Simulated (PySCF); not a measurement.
Job file and geometry (Å, from GFN2-xTB) of an NMR shielding run on SMILES C[C@@H](B(N)N)[C@@H](C)C(=O)O, C5H13BN2O2, GIAO PBE0/pcSseg-1 NMR shielding, non-relativistic, gas phase (PySCF 2.14.0, density-fitted response routines); density fitting, a coarse starting grid and PySCF grid level 2 are the driver's defaults:

```
$ OMP_NUM_THREADS=1 python probes_run.py task.json out

{"job": {"kind": "nmr", "xc": "PBE0", "basis": "pcSseg-1"}, "charge": 0, "multiplicity": 1}
C     -0.635205    -1.996176    -0.147848
C     -0.238220    -0.548069    -0.451907
B     -1.437511     0.458490    -0.065105
N     -2.166216     1.084771    -1.085234
N     -1.775369     0.679896     1.277496
C      1.082663    -0.188491     0.270494
C      2.308743    -0.816149    -0.393669
C      1.224823     1.311695     0.235810
O      1.423156     1.981818    -0.742619
O      1.095836     1.863049     1.454303
H      0.135147    -2.700846    -0.454827
H     -1.551443    -2.243175    -0.678618
H     -0.816495    -2.127001     0.916811
H     -0.038521    -0.471087    -1.524916
H     -1.942987     0.985230    -2.058073
H     -2.919970     1.727774    -0.918289
H     -2.507246     1.303016     1.569001
H     -1.261484     0.291206     2.046077
H      1.022141    -0.497142     1.317346
H      2.423463    -0.420131    -1.400012
H      3.209402    -0.585163     0.172381
H      2.206013    -1.896075    -0.447446
H      1.154525     2.829544     1.391861
```

Question: Write the output of this run.

Answer: 
```
coarse grid: 18872 points
cycle   1  E = -482.3789255564  dE =  1.416e+00  |g| = 1.053e+00  |ddm| = 4.159e+00
cycle   2  E = -482.0787181962  dE =  3.002e-01  |g| = 1.667e+00  |ddm| = 1.876e+00
cycle   3  E = -482.5795081524  dE = -5.008e-01  |g| = 3.322e-01  |ddm| = 1.290e+00
cycle   4  E = -482.6002219410  dE = -2.071e-02  |g| = 7.038e-02  |ddm| = 2.625e-01
cycle   5  E = -482.6009086128  dE = -6.867e-04  |g| = 2.845e-02  |ddm| = 5.448e-02
cycle   6  E = -482.6010760588  dE = -1.674e-04  |g| = 5.391e-03  |ddm| = 2.509e-02
cycle   7  E = -482.6010814594  dE = -5.401e-06  |g| = 1.679e-03  |ddm| = 4.905e-03
final grid: 181488 points
cycle   8  E = -482.6731193161  dE = -5.808e-05  |g| = 1.650e-02  |ddm| = 4.522e-02
cycle   9  E = -482.6730525888  dE =  6.673e-05  |g| = 2.503e-02  |ddm| = 2.870e-02
cycle  10  E = -482.6731721988  dE = -1.196e-04  |g| = 3.775e-03  |ddm| = 1.799e-02
cycle  11  E = -482.6731748351  dE = -2.636e-06  |g| = 4.581e-04  |ddm| = 2.584e-03
cycle  12  E = -482.6731748627  dE = -2.762e-08  |g| = 2.394e-04  |ddm| = 4.117e-04
cycle  13  E = -482.6731748731  dE = -1.034e-08  |g| = 3.971e-05  |ddm| = 1.574e-04
cycle  14  E = -482.6731748734  dE = -3.067e-10  |g| = 1.054e-05  |ddm| = 4.355e-05
converged SCF energy = -482.6731748734

GIAO shielding tensors (ppm)
atom      isotropic    diamagn.    paramagn.     s11        s22        s33       span
  0 C      168.076     247.480     -79.405    153.343    164.251    186.633     33.290
  1 C      154.269     250.231     -95.962    140.040    156.700    166.069     26.029
  2 B       72.448     195.799    -123.351     50.111     53.480    113.755     63.645
  3 N      199.851     316.524    -116.672    153.068    198.067    248.420     95.353
  4 N      202.395     318.612    -116.217    152.293    215.774    239.119     86.826
  5 C      141.258     249.071    -107.813    127.926    137.461    158.388     30.462
  6 C      168.769     246.170     -77.401    152.113    166.543    187.649     35.536
  7 C        3.605     253.431    -249.826   -105.347     39.112     77.050    182.398
  8 O      -82.171     404.227    -486.397   -303.438   -237.369    294.295    597.733
  9 O      112.531     392.775    -280.244    -31.354    125.381    243.567    274.921
 10 H       30.342      31.274      -0.932     25.081     29.492     36.455     11.374
 11 H       30.478      29.932       0.546     25.614     28.288     37.532     11.917
 12 H       31.077      31.629      -0.552     26.738     29.760     36.734      9.995
 13 H       31.052      36.273      -5.221     28.614     30.076     34.465      5.851
 14 H       29.475      32.894      -3.419     23.303     27.791     37.330     14.027
 15 H       29.678      30.782      -1.104     23.659     26.267     39.107     15.448
 16 H       29.511      31.447      -1.936     23.890     26.166     38.476     14.587
 17 H       29.496      34.190      -4.695     23.693     28.970     35.824     12.131
 18 H       29.671      35.024      -5.353     27.376     28.850     32.787      5.411
 19 H       30.456      30.631      -0.176     26.530     28.792     36.045      9.515
 20 H       30.547      28.787       1.760     25.637     28.074     37.930     12.293
 21 H       30.297      30.703      -0.405     25.013     29.852     36.026     11.013
 22 H       25.881      31.343      -5.462     19.578     23.659     34.406     14.828
```

Size and cost of the density-fitted run: 235 basis functions, 100 s wall time on 1 thread of an Arm Neoverse N1, shared host; peak memory 1.1 GiB.
